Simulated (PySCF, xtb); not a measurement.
C₂H₁₀OSi₃, SMILES [SiH3][C@H]1O[SiH2]C[SiH2]1.

GFN2-xTB in xtb at its own geometry gives an orbital gap of 4.78 eV and a dipole moment of 1.13 D.

Geometry optimised at PBE0-D3(BJ)/def2-SVP. The structure was generated by enumeration; whether it is a known compound was not checked. One conformer was computed; it need not be the lowest.

Q: What does PBE/def2-TZVP run with PySCF give? (The exact figures need the calculation; the answer reports its results.)

A: gap 5.20 eV (levels -6.01 and -0.81 eV), dipole 1.26 D.
